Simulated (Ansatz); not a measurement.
Reaction (ligand exchange at a Ta–F bond): `[F][Ta](=[S])([Cl])[Cl]` + HCl → `[S]=[Ta]([Cl])([Cl])[Cl]` + H–F

Isolated molecules relaxed with PBE0-D4/def2-TZVP in Ansatz; ΔE leaves out vibrations. CCSD(T)/CBS is the MP2 limit (def2-TZVPP, def2-QZVPP) plus CCSD(T) − MP2 in def2-TZVPP, frozen cores. This one scheme is used for every species. Functionals use def2-TZVPP. Elements past krypton have def2 core potentials. For Ta outer-core shells are correlated without core-valence functions, which leaves a few kJ/mol of doubt a bond.

`[F][Ta](=[S])([Cl])[Cl]`:

Z-matrix (Å, degrees):
```
Ta
F 1 1.854
Cl 1 2.273 2 110.3
Cl 1 2.273 2 110.3 3 122.8
S 1 2.141 2 108.2 3 -118.6
```

HCl:

Z-matrix (Å, degrees):
```
Cl
H 1 1.279
```

`[S]=[Ta]([Cl])([Cl])[Cl]`:

Cartesian coordinates in Å:
```
S 0.181 2.131 -0.052
Ta 0.000 0.001 0.000
Cl 2.010 -0.901 -0.551
Cl -0.602 -0.614 2.101
Cl -1.590 -0.618 -1.498
```

H–F:

Z-matrix (Å, degrees):
```
F
H 1 0.920
```

```json
{"level": "LDA (SPW92)", "ΔE (kJ/mol)": "11.5"}
{"level": "BLYP", "ΔE (kJ/mol)": "25.6"}
{"level": "MP2/def2-TZVPP", "ΔE (kJ/mol)": "-11.5"}
{"level": "HF/def2-QZVPP", "ΔE (kJ/mol)": "19.7"}
```

(1) What does CCSD(T)/CBS give? (An estimate is asked.)

Largest T1 diagnostic among the species: 0.020.

Results:

(1) The calculation gave: +1.1 kJ/mol. The listed levels differ from it by 10.4, 24.5, -12.6, 18.6 kJ/mol.

In def2-TZVPP, CCSD(T) changes the Hartree–Fock value by −13.3 kJ/mol (the triples alone add −3.8 kJ/mol) and MP2 by −30.5 kJ/mol. Leaving LDA and LC-ωPBE aside and taking each functional with its dispersion term where it has one, the values, not all of them listed here, spread over 21.4 kJ/mol, from PBE-QIDH to CAM-B3LYP-D4. LDA lies −4.8 kJ/mol from PBE without D4.

CCSD(T)/CBS has its own doubt, a few kJ/mol and more with outer-core shells, so smaller differences from it don't rank the levels.
